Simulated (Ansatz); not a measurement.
`C1[SiH2][AsH]1` and `[SiH3][As]1C[SiH2]1` differ in one atom or group.

Ansatz, PBE0-D4/def2-TZVP geometries, multiplicity 1. 

Scalar relativity is left out up to krypton.

| property | `C1[SiH2][AsH]1` |
| --- | --- |
| LUMO energy (ωB97M-V/def2-TZVPP) / eV | 1.39 |
| HOMO energy (PBE0/def2-TZVPP) / eV | -6.89 |
| HOMO–LUMO gap (PBE/def2-TZVPP) / eV | 4.79 |
| zero-point energy (PBE0-D4/def2-TZVP) / kJ/mol | 134.5 |
| LUMO energy (B3LYP/def2-TZVPP) / eV | -0.53 |
| HOMO energy (B3LYP/def2-TZVPP) / eV | -6.67 |

Question: What does the change do to each property? (An estimate is asked.)

Answer: Computed: 
| property | `[SiH3][As]1C[SiH2]1` | shift |
| --- | --- | --- |
| LUMO energy (ωB97M-V/def2-TZVPP) / eV | 1.27 | -0.12 |
| HOMO energy (PBE0/def2-TZVPP) / eV | -6.98 | -0.09 |
| HOMO–LUMO gap (PBE/def2-TZVPP) / eV | 4.77 | -0.02 |
| zero-point energy (PBE0-D4/def2-TZVP) / kJ/mol | 181.3 | 46.8 |
| LUMO energy (B3LYP/def2-TZVPP) / eV | -0.63 | -0.10 |
| HOMO energy (B3LYP/def2-TZVPP) / eV | -6.77 | -0.10 |

The zero-point energy changes by 46.8 kJ/mol with +9 modes.

B3LYP here is the variant with VWN-RPA as its local correlation; programs differ in this.
